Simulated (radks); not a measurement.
Polarisability of neutral germanium, [Ar] 3d10 4s2 4p2, at imaginary frequency. Method: scalar-relativistic Kohn-Sham, PBE, spin-polarised, spherical densities, finite nucleus; open shells are filled with parallel spins first; Fermi nuclear charge, rms radius 4.0742 fm; computed with a radial shooting solver on a logarithmic mesh with Libxc functionals. Response by self-consistent Sternheimer equations with the Hartree and adiabatic LDA kernel, the relativistic mass of each level held fixed and spin-orbit coupling left out.

w (hartree)  alpha1(iw) (bohr^3)
0.00266                    45.59
0.0143                     45.38
0.0360                     44.27
0.0697                     41.18
0.118                      35.49
0.186                      28.00
0.280                      20.26
0.413                      13.49
0.605                      8.330
0.892                      4.825
1.35                       2.655
2.12                       1.389
3.59                      0.6683
6.94                      0.2619
17.5                     0.06056

Static values: alpha1 = 45.60 bohr^3 (6.757 angstrom^3; uncoupled 63.17). C6 = 392.3, triple-dipole C9 = 12590 atomic units. One-pole (London) frequency 4 C6 / (3 alpha1^2) = 0.252 hartree, against 0.162 for minus the highest occupied eigenvalue. Recommended static value: 40 bohr^3 (Schwerdtfeger and Nagle, 2023 table).
